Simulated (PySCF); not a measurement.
# Hf²⁺ (hafnium, charge +2) across methods

[Xe] 4f14 5d1 6s1, high-spin 3D determinant (an excited configuration). Computed with PySCF 2.14 in x2c-TZVPPall with one added diffuse shell each of s, p, d, f type (12s8p8d4f1g, 113 functions), with the spin-free X2C one-electron Hamiltonian (Gaussian nucleus).

| method | E (hartree) | mean ε 4f β (eV) | mean ε 6s α (eV) | mean ε 5d α (eV) | Σ⟨r²⟩ (bohr²) | ⟨S²⟩ |
| --- | --- | --- | --- | --- | --- | --- |
| UHF | -15072.69957 | -49.342 | -21.321 | -23.823 | 44.70 | 2.003 |
| PBE | -15077.77 | -34.938 | -19.154 | -19.320 | 44.55 | 2.001 |
| PBE0 | -15077.54 | -38.793 | -19.819 | -20.659 | 44.50 | 2.001 |

Estimate the same row for LDA.

E (hartree) = -15067.90; mean ε 4f β (eV) = -34.989; mean ε 6s α (eV) = -19.244; mean ε 5d α (eV) = -19.053; Σ⟨r²⟩ (bohr²) = 44.05; ⟨S²⟩ = 2.000.

Spin-orbit coupling, absent here, splits the open shell strongly.
